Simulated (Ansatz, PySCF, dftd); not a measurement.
Species: BNH$_{4}$, charge 0, singlet. BNH4 (SMILES BN).
B3LYP-D3(BJ)/def2-TZVP minimum from Ansatz (an electronic-structure program):
```
B
N 1 1.3876
H 2 1.0069 1 123.31
H 2 1.0069 3 113.37 1 180.00
H 1 1.1928 2 119.04 3 0.00
H 1 1.1928 5 121.92 2 180.00
```

Wanted: enthalpy of formation at 298 K (by atomisation, with ideal-gas terms from PySCF's Hessian at B3LYP-D3(BJ)/def2-TZVP and the atoms' measured values of the G2/97 table; no spin-orbit terms), in kcal/mol. UHF or UKS for unpaired electrons; spin-orbit terms are left out. Correlated methods leave the cores frozen. Rows without X2C or -DK are non-relativistic. CBS(X,Y): correlation extrapolated as X^-3, Hartree-Fock from the larger set (Q,5: extrapolated as (X+1)exp(-9√X)). A bracket is a step between two methods taken in the basis named. The functionals are non-relativistic, so their misses hold any scalar relativity. '+ core + X2C': CCSD(T) terms for core correlation (cc-pwCVTZ) and scalar relativity (cc-pVTZ-DK). For partners of very few electrons the exact lower level stands in for a higher one.

```tsv
level	program	enthalpy of formation at 298 K (kcal/mol)	difference against the last row
B3LYP/def2-TZVPD	Ansatz	-22.9	-4.2
PBE0-D4/def2-TZVPD	Ansatz + dftd4	-18.5	0.2
MP2/cc-pVTZ	Ansatz	-8.3	10.4
CCSD(T)/CBS(cc-pVTZ,cc-pVQZ)	Ansatz	-17.4	1.3
CCSDT(Q)/cc-pVDZ	Ansatz	21.4	40.1
CCSDT(Q)/cc-pVTZ	Ansatz	-5.3	13.4
CCSD(T)/CBS(cc-pVQZ,cc-pV5Z) + [CCSDT(Q) - CCSD(T)]/cc-pVTZ + core + X2C	Ansatz	-18.7	0.0
CCSD(T)/CBS(cc-pVQZ,cc-pV5Z) + [CCSDT(Q) - CCSD(T)]/cc-pVTZ + [CCSDTQ - CCSDT(Q)]/cc-pVDZ + core + X2C	Ansatz	-18.7	0.0
```
